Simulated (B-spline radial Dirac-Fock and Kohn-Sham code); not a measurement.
# Zr²⁵⁺: scattering cross sections and density moments

System: zirconium as Zr²⁵⁺, configuration [Ne] 3s2 3p3.

Method: configuration-average Dirac-Fock orbitals. Computed with an atomic code on a B-spline grid.

| Property | Result |
| --- | --- |
| Sum of ⟨r⟩ | 3.206 bohr |
| Sum of ⟨r²⟩ | 1.100 bohr² |
| Sum of ⟨1/r⟩ | 174.36 per bohr |
| Langevin diamagnetic susceptibility | -0.871 × 10⁻⁶ cm³/mol |
| Lamb shielding (α²/3)Σ⟨1/r⟩ | 3095 ppm |

Coherent scattering is the Thomson cross section weighted by f₀², without anomalous dispersion; incoherent scattering is Klein-Nishina weighted by S. The Lamb formula is the non-relativistic shielding expression. Electron correlation is left out.

| hν (keV) | coherent (b) | incoherent (b) | incoherent per electron (b) |
| --- | --- | --- | --- |
| 5 | 137.6 | 0.4895 | 0.0326 |
| 10 | 111.1 | 1.516 | 0.101 |
| 17.4793 | 75.25 | 2.874 | 0.192 |
| 20 | 66.56 | 3.221 | 0.215 |
| 50 | 22.27 | 5.390 | 0.359 |
| 100 | 7.419 | 6.020 | 0.401 |
| 200 | 2.208 | 5.604 | 0.374 |
| 1000 | 0.09924 | 3.141 | 0.209 |

Incoherent scattering overtakes coherent scattering between 100 and 200 keV.
